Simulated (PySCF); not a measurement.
## Trend along the alkali metals: MGe molecules

PBE0 with double-zeta basis sets in PySCF, for the lowest determinant that a PBE0 search found; no spin–orbit coupling. De refers to high-spin ground-configuration atoms. A positive dipole means M(−)Ge(+).

| M | basis | state (unpaired electrons) | Re (Å) | ωe (cm⁻¹) | De (eV) | μ (D) |
| --- | --- | --- | --- | --- | --- | --- |
| Li | cc-pVDZ/cc-pVDZ-PP | quartet (σ ↑, π ↑↑) | 2.417 | 400 | 1.64 | -5.56 |
| Na | cc-pVDZ/cc-pVDZ-PP | quartet (σ ↑, π ↑↑) | 2.754 | 203 | 1.28 | -6.87 |
| K | def2-SVP | quartet (σ ↑, π ↑↑) | 3.089 | 159 | 1.45 | -9.35 |
| Cs | def2-SVP | quartet (σ ↑, π ↑↑) | 3.388 | 111 | 1.59 | -10.25 |

Problem. The row for M = Rb is missing. Estimate Re, ωe and De as the mean of the rows for K and Cs, and compare with the calculation.

Solution. The means are 3.239 Å, 135 cm⁻¹ and 1.52 eV. PBE0 in def2-SVP gives RbGe as a quartet (σ ↑, π ↑↑) with Re = 3.254 Å, ωe = 123 cm⁻¹, De = 1.46 eV, so the estimate is off by -1.6 pm, +10 % and +0.06 eV.

The rows differ in basis set, which adds steps of its own.

Spin–orbit coupling is left out, which matters for elements this heavy, above all for dissociation energies. States were picked by a PBE0 search and need not be the measured ground states.
